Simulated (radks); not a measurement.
Valence configurations of the tantalum ion Ta2+ (all share [Xe]). Method: Dirac Kohn-Sham, PBEsol, spin-unpolarised, spherical densities, finite nucleus; open shells fill j = l - 1/2 first; Fermi nuclear charge, rms radius 5.3507 fm; computed with a radial shooting solver on a logarithmic mesh with Libxc functionals. Energies are relative to 4f14 5d3; eigenvalues in eV.

valence           E (eV)  e(4f5/2)  e(4f7/2)  e(5d3/2)  e(5d5/2)  e(6p1/2)
4f14 5d3           0.000   -40.915   -38.932   -18.520         -         -
4f14 5d2.5 6s0.5   0.235   -42.444   -40.460   -19.552         -         -
4f14 5d2 6s1       0.666   -44.028   -42.043   -20.611         -         -
4f14 5d1 6s2       2.168   -47.345   -45.358   -22.793         -         -
4f14 5d2 6p1       6.154   -45.186   -43.201   -21.534         -   -14.693
4f13.5 5d3.5      11.055   -45.175   -43.149   -19.317         -         -
4f13.5 5d3 6p0.5  14.269   -47.327   -45.300   -20.854         -   -14.074
4f13 5d4          23.856   -49.568   -47.498   -20.099         -         -
4f12 5d5          55.890   -58.951   -56.794   -21.745   -20.836         -
4f12 5d3 6p2      74.085   -68.038   -65.876   -28.233         -   -16.930

NIST lists [Xe] 4f14 5d3 as the ground configuration; this level of theory agrees among the configurations tried. The energies are those of spherical spin-averaged densities, not of single terms.
